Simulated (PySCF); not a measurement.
# Polarisability and C₆ of Co (cobalt, neutral)

[Ar] 3d6 4s2 4p1, one real determinant (an excited configuration). All numbers are calculated (PySCF 2.14, scalar relativity by spin-free X2C-1e, in aug-cc-pwCVTZ-DK with one added diffuse shell each of s, p, d, f, g type (11s10p8d5f4g, 152 functions)). Coupled (time-dependent) response in atomic units; α is the mean over directions.

```tsv
method	mean α (bohr³)	α xx, yy, zz	C₆ (like pair)	S(−4)
BP86	68.03	55.51, 55.51, 93.05	660.5	2742
```

S(−4) is the Cauchy moment in α(ω) = α(0) + S(−4) ω² + …

α(iu) at BP86:

```
u (hartree)  α(iu) (bohr³)
          0          68.03
     0.0500          62.10
      0.100          50.66
      0.200          31.83
      0.300          20.90
      0.500          10.85
      0.750          6.136
       1.00          4.083
       1.50          2.325
       2.00          1.567
       3.00         0.8921
       5.00         0.4218
```

A single London oscillator, α(iu) = α/(1 + u²/ω²), gives C₆ = (3/4) ω α². Matching the computed C₆ needs ω = 4 × 660.5 / (3 × 68.03²) = 0.190 hartree.

The components differ because the open shell of this determinant is not spherical; for a pure term their mean is the scalar polarisability.

⟨L²⟩ = 8.03 against 12 for a pure F term, so this real determinant mixes terms.
